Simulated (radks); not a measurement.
The numbers below are computed, except where a source is named.
The rubidium ion Rb+ inside a hard spherical wall (all orbitals vanish at R), configuration held at [Kr] and not refilled when levels cross. Level of theory: scalar-relativistic Kohn-Sham, LDA (Slater exchange, VWN5 correlation), spin-polarised, spherical densities, point nucleus (a radial shooting solver on a logarithmic mesh with Libxc functionals). Eigenvalues in eV for spin up, with the zero of energy where the potential of the charges vanishes at infinity; a dash marks a level that is unbound or too diffuse for the functional's potential to be trusted. A positive occupied level is held by the wall or, in an anion where self-interaction has pushed it up, behind a barrier. The pressure on the wall is -dE/dV.

\begin{tabular}{lrrrrrrrrr}
R (bohr) & E (hartree) & kinetic (hartree) & e(3p) & e(3d) & e(4s) & e(4p) & e(5s, empty) & e(4d, empty) & pressure (GPa) \\ \hline
free & -2977.50397 & 3048.451 & -230.37 & -110.07 & -37.792 & -21.796 & -6.016 & -3.782 & 0 \\
15 & -2977.50397 & 3048.451 & -230.37 & -110.07 & -37.792 & -21.796 & -6.015 & -3.781 & < 0.0001 \\
12 & -2977.50397 & 3048.451 & -230.37 & -110.07 & -37.792 & -21.796 & -6.011 & -3.774 & < 0.0001 \\
10 & -2977.50397 & 3048.451 & -230.37 & -110.07 & -37.792 & -21.796 & -5.979 & -3.744 & < 0.0001 \\
7 & -2977.50387 & 3048.453 & -230.37 & -110.06 & -37.786 & -21.791 & -5.368 & -3.409 & 0.0111 \\
4 & -2977.41851 & 3049.111 & -228.40 & -108.11 & -36.334 & -20.209 & 6.950 & 1.477 & 27.4 \\
3.5 & -2977.24829 & 3050.157 & -225.92 & -105.64 & -34.504 & -18.103 & 17.152 & 5.420 & 107 \\
3 & -2976.73230 & 3052.835 & -220.69 & -100.45 & -30.419 & -13.270 & 37.248 & 13.194 & 447 \\
2.5 & -2975.11770 & 3059.804 & -210.06 & -89.935 & -20.797 & -1.804 & 79.490 & 29.589 & 2050 \\
2 & -2969.69487 & 3079.332 & -188.79 & -68.872 & 4.843 & 28.040 & 177.18 & 67.772 & 11300 \\
1.5 & -2948.19130 & 3146.317 & -141.54 & -20.697 & 91.317 & 123.11 & 443.97 & 173.51 & 87800 \\
\end{tabular}
